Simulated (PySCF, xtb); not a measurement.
B(H)(Cl)(NH2) (BClH₃N), SMILES B(N)Cl. One conformer was computed; it need not be the lowest.

Harmonic wavenumbers (cm⁻¹) from GFN2-xTB run with xtb at its own minimum, in rising order: 333, 521, 614, 643, 786, 886, 1057, 1320, 1520, 2645, 3484, 3531.

What does PBE0-D3(BJ)/def2-TZVP in PySCF give at its own minimum? (An estimate is asked for; the answer gives what the named calculation found.)

351, 548, 611, 709, 889, 933, 1138, 1360, 1629, 2668, 3619, 3722. Paired by order, the mean absolute difference is 70 cm⁻¹ and the zero-point energies are 24.8 and 26.0 kcal/mol.
